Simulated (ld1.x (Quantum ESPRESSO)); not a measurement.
Scattering properties, TM potential for La (Z = 57)

| Property | Result |
| --- | --- |
| Element | lanthanum |
| Generator | ld1.x (Quantum ESPRESSO) 7.5 |
| Type | norm-conserving Troullier–Martins (Kleinman–Bylander form) |
| Functional | PBEsol |
| Relativity | scalar-relativistic |
| Frozen core | [Kr] 4d10 |
| Valence charge | 11 |
| Reference configuration | 4f0 5s2 5p6 5d1 6s0 6p0 (charge +2) |
| Partial waves | 5p (bound): rc 2.50 bohr; 5d (bound): rc 3.30 bohr; 4f (bound, empty): rc 1.75 bohr; 5s (bound): rc 2.00 bohr |
| Local potential | the s channel |
| Core correction | Bessel-smoothed model core, default radius (core density twice the valence density) |

The phase is arctan(r·u′/u) with u = r·R(r), unwrapped; energies in Ry, scanned from -6 to 5 Ry. A pole is an energy at which the radial function vanishes at the test radius. The pseudo phase is shifted by a multiple of π to meet the all-electron one at the reference energy, and phase errors are pseudo minus all-electron; the curves can meet again beyond the range given. Levels narrower than the energy grid can be missing from the lists of poles.

Q: For each channel, where are the poles, and over which energies does the pseudopotential scatter like the atom?

A:

```json
{"channel": "s", "radius (bohr)": "3.58", "reference energy (Ry)": "-3.79", "poles, all-electron": "-3.77, 0.44", "poles, pseudo": "-3.77, 0.21, 4.32", "unbroken range about the reference energy with phases within 0.05 rad": "below -1.4", "phase error 1 Ry above the reference energy (rad)": "-0.001"}
{"channel": "p", "radius (bohr)": "3.58", "reference energy (Ry)": "-2.57", "poles, all-electron": "-2.50, 1.34", "poles, pseudo": "-2.50, 1.22", "unbroken range about the reference energy with phases within 0.05 rad": "below -0.7", "phase error 1 Ry above the reference energy (rad)": "-0.002"}
{"channel": "d", "radius (bohr)": "3.58", "reference energy (Ry)": "-1.08", "poles, all-electron": "-0.73, 2.98", "poles, pseudo": "-0.73, 2.88", "unbroken range about the reference energy with phases within 0.05 rad": "below 0.7", "phase error 1 Ry above the reference energy (rad)": "-0.002"}
{"channel": "f", "radius (bohr)": "3.58", "reference energy (Ry)": "-1.25", "poles, all-electron": "-1.23, 1.33", "poles, pseudo": "-1.23, 1.41", "unbroken range about the reference energy with phases within 0.05 rad": "below 0.1", "phase error 1 Ry above the reference energy (rad)": "+0.009"}
```

Phases in the p channel:

```tsv
E (Ry)	all-electron	pseudo
-6.00	1.441	1.441
-5.48	1.433	1.433
-4.96	1.423	1.423
-4.44	1.410	1.410
-3.92	1.392	1.392
-3.40	1.362	1.362
-2.88	1.273	1.272
-2.36	-1.699	-1.700
-1.84	-1.818	-1.819
-1.32	-1.938	-1.941
-0.80	-2.270	-2.295
-0.28	-3.739	-3.828
0.24	-4.451	-4.477
0.76	-4.623	-4.639
1.28	-4.705	-4.720
1.80	-4.764	-4.782
2.32	-4.824	-4.851
2.84	-4.909	-4.968
3.36	-5.111	-5.361
3.88	-6.253	-7.108
4.40	-7.471	-7.599
4.92	-7.677	-7.721
```
